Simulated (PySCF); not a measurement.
Point-charge models of `CP1(=S)CCCCC1` against its computed dipole.

Coordinates (GFN2-xTB, Å) and charges (e) from the PBE0/pcSseg-1 density (PySCF):

| atom | x | y | z | Mulliken | IAO | Hirshfeld | ESP-fitted |
| --- | --- | --- | --- | --- | --- | --- | --- |
| C1 | 2.116 | -0.127 | 0.858 | -0.4067 | -0.6542 | -0.1578 | -0.7178 |
| P2 | 1.227 | 0.143 | -0.728 | +0.3235 | +1.0941 | +0.3505 | +0.3623 |
| S3 | 2.407 | 0.425 | -2.240 | -0.3790 | -0.6469 | -0.3606 | -0.4394 |
| C4 | 0.084 | -1.290 | -0.904 | -0.3667 | -0.4856 | -0.1093 | -0.3025 |
| C5 | -1.019 | -1.326 | 0.146 | -0.2274 | -0.2548 | -0.0666 | +0.2528 |
| C6 | -1.852 | -0.046 | 0.149 | -0.2177 | -0.2565 | -0.0679 | -0.1995 |
| C7 | -1.047 | 1.174 | 0.589 | -0.2275 | -0.2548 | -0.0667 | +0.2432 |
| C8 | 0.053 | 1.525 | -0.406 | -0.3667 | -0.4856 | -0.1093 | -0.2745 |
| H9 | 2.763 | -0.995 | 0.730 | +0.1642 | +0.1725 | +0.0541 | +0.2277 |
| H10 | 2.741 | 0.747 | 1.040 | +0.1642 | +0.1724 | +0.0541 | +0.2281 |
| H11 | 1.445 | -0.285 | 1.697 | +0.1358 | +0.1511 | +0.0457 | +0.2280 |
| H12 | -0.342 | -1.206 | -1.909 | +0.1637 | +0.1598 | +0.0463 | +0.0994 |
| H13 | 0.691 | -2.200 | -0.881 | +0.1624 | +0.1580 | +0.0487 | +0.1187 |
| H14 | -0.587 | -1.481 | 1.137 | +0.1194 | +0.1267 | +0.0358 | -0.0323 |
| H15 | -1.670 | -2.179 | -0.063 | +0.1333 | +0.1447 | +0.0452 | -0.0297 |
| H16 | -2.697 | -0.176 | 0.829 | +0.1267 | +0.1398 | +0.0428 | +0.0208 |
| H17 | -2.253 | 0.126 | -0.853 | +0.1197 | +0.1299 | +0.0393 | +0.0735 |
| H18 | -0.615 | 0.987 | 1.575 | +0.1195 | +0.1267 | +0.0358 | -0.0319 |
| H19 | -1.717 | 2.033 | 0.684 | +0.1333 | +0.1447 | +0.0452 | -0.0294 |
| H20 | 0.639 | 2.386 | -0.069 | +0.1624 | +0.1580 | +0.0487 | +0.1121 |
| H21 | -0.375 | 1.782 | -1.380 | +0.1637 | +0.1598 | +0.0463 | +0.0904 |

Form Σ q r in debye for every column and set it beside the full dipole.

The full density gives (-3.45, -0.74, 3.98) D, 5.32 D in size; dipole vectors point from the negative to the positive end.

```json
{"scheme": "Mulliken", "μx": "-2.70", "μy": "-0.70", "μz": "3.76", "size (D)": "4.68", "share of the full size (%)": "88", "angle to the full dipole (°)": "5"}
{"scheme": "IAO", "μx": "-3.42", "μy": "-0.74", "μz": "3.97", "size (D)": "5.30", "share of the full size (%)": "100", "angle to the full dipole (°)": "0"}
{"scheme": "Hirshfeld", "μx": "-2.54", "μy": "-0.54", "μz": "2.90", "size (D)": "3.89", "share of the full size (%)": "73", "angle to the full dipole (°)": "0"}
{"scheme": "ESP-fitted", "μx": "-3.50", "μy": "-0.76", "μz": "4.10", "size (D)": "5.44", "share of the full size (%)": "102", "angle to the full dipole (°)": "0"}
```

Which set comes closest?

Length of the difference vector: IAO 0.03 D, ESP-fitted 0.13 D, Mulliken 0.79 D, Hirshfeld 1.43 D. Closest: IAO. The schemes that divide the density aren't constrained to reproduce the dipole.

What is left for the Hirshfeld atoms' own dipoles?

The shares of the density sum to the whole, so what Σ q r misses lies in dipoles about the nuclei. The atomic dipoles sum to (-3.45, -0.74, 3.98) − (-2.54, -0.54, 2.90) = (-0.91, -0.20, 1.08) D, 1.43 D in size.

With the origin at the mean of the coordinates, (0.000, 0.001, 0.000) Å, which are the largest single terms, by size, of the Mulliken dipole along the direction of the full one?

S3 +6.00, P2 -2.12, H16 +1.46, C1 +1.40, C6 -1.38 D; all 21 atoms together +4.66 D. The single terms depend on the origin, their sum doesn't.

Give the size of the full dipole in other units.

5.32 D = 2.092 au = 1.107 e·Å = 17.74 × 10⁻³⁰ C·m.

Geometry: GFN2-xTB, one conformer, isolated molecule.

These values come from a run that also computed NMR shieldings. The run took about 2.1 min of CPU time (one thread, shared machine).
